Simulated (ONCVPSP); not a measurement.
Potentials for chlorine (Cl) compared

Generated with ld1.x 7.5 (TM, RRKJ, ultrasoft, PAW), atompaw 4.2 or ONCVPSP 4.0.1. The cutoff is in Ry: for ld1.x and atompaw files where the sum of valence levels is converged to 10 mRy in a Bessel basis, for ONCV files where the hardest occupied wave has 1 mHa per electron of residual kinetic energy. The error is the largest all-electron minus pseudo excitation energy over each file’s own four to seven test configurations (ionisations up to +4, promotions, holes and added fractions of an electron), all of which were solved. The labels leave out finer settings (local radius, basis sizes, second energies), which also bear on the numbers. Spin-polarised tests are not counted. The rows are a selection from randomly drawn settings: files with unsolved tests, undetermined cutoffs or missed reference levels are left out.

A true bound ghost makes a file unfit for plane-wave use even where its test errors are small: the radial tests pick states by their node count and pass the ghost by.

| potential | cutoff (Ry) | largest error (meV) | bound ghosts |
| --- | --- | --- | --- |
| ONCV, PBE, scalar-relativistic, rc 1.40/1.00/1.20 (spd), local smoothed, core correction no, reference 3s2 3p5, qcut 4.4/8.9/8.1, projectors 2/3/2 | 162 | +39 | p |
| ONCV, PBE, scalar-relativistic, rc 1.15/1.05/1.05 (spd), local p, core correction no, reference 3s2 3p3, qcut 6.9/7.6/8.1, projectors 2/0/1 | 205 | +66 | none |
| ONCV, PBEsol, scalar-relativistic, rc 0.60/0.80 (sp), local smoothed, core correction no, reference 2s2 2p6 3s2 3p4.5, qcut 25.4/20.1, projectors 2/2 | 379 | +1.5 | none |
| ONCV, PBE, scalar-relativistic, rc 0.90/0.60/0.75 (spd), local smoothed, core correction yes, reference 2s2 2p6 3s1.75 3p5.25, qcut 10.6/19.4/15.2, projectors 2/2/2 | 365 | +15 | none |

(1) Fill in the row for Cl: ONCV, PBEsol, scalar-relativistic, rc 0.65/0.80/0.65 (spd), local smoothed, core correction no, reference 2s2 2p6 3s2 3p5, qcut 24.3/15.4/15.4, projectors 2/2/1.

(2) Fill in the row for Cl: ONCV, PBE, non-relativistic, rc 0.70/0.60 (sp), local smoothed, core correction no, reference 2s2 2p6 3s2 3p3, qcut 14/26.2, projectors 2/3.

(3) Fill in the row for Cl: ONCV, PBE, scalar-relativistic, rc 1.35/1.40/1.50 (spd), local smoothed, core correction no, reference 3s2 3p5, qcut 4.7/4.9/5.9, projectors 2/1/2.

Results:

(1) cutoff 348 Ry, largest error +1371 meV, bound ghosts: none.

(2) cutoff 496 Ry, largest error +4.7 meV, bound ghosts: none.

(3) cutoff 87 Ry, largest error +60 meV, bound ghosts: none.
